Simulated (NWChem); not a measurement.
Correlation energy of HBF

```
B
F 1 1.3010
H 1 1.2176 2 121.41
```
Charge 0, spin multiplicity 2.

Everything below was run with NWChem. Structure: optimised with UPBE0/def2-SVP, a minimum by its harmonic frequencies.

Basis set: cc-pVDZ. Each correlation energy counts from its own Hartree-Fock reference.

```json
[
 {"method": "URI-MP2", "correlation energy (mHa)": "-251.1"},
 {"method": "UMP2", "correlation energy (mHa)": "-251.1"},
 {"method": "SCS-UMP2", "correlation energy (mHa)": "-245.5"},
 {"method": "CCSD on UHF", "correlation energy (mHa)": "-264.6"},
 {"method": "CCSD[T] on UHF", "correlation energy (mHa)": "-270.6"},
 {"method": "CCSD(T) on UHF", "correlation energy (mHa)": "-269.6"},
 {"method": "CCSD on ROHF", "correlation energy (mHa)": "-265.8"},
 {"method": "CCSD[T] on ROHF", "correlation energy (mHa)": "-272.1"},
 {"method": "CCSD(T) on ROHF", "correlation energy (mHa)": "-271.0"},
 {"method": "CCSDT on ROHF", "correlation energy (mHa)": "-271.4"}
]
```

The values span 26.6 mHa, from CCSD[T] on ROHF (lowest) to SCS-UMP2 (highest). 

The correlated methods keep 2 core orbitals frozen. The structure started from a generated list of species. The unpaired electrons of the parent sit in orbitals of symmetry a' (Cs labels of the run); other states weren't searched. No SCF solution was tested for a lower state. Open-shell Hartree-Fock references start from PBE0 orbitals. Coupled-cluster values serve here as a point of comparison, not as the truth.
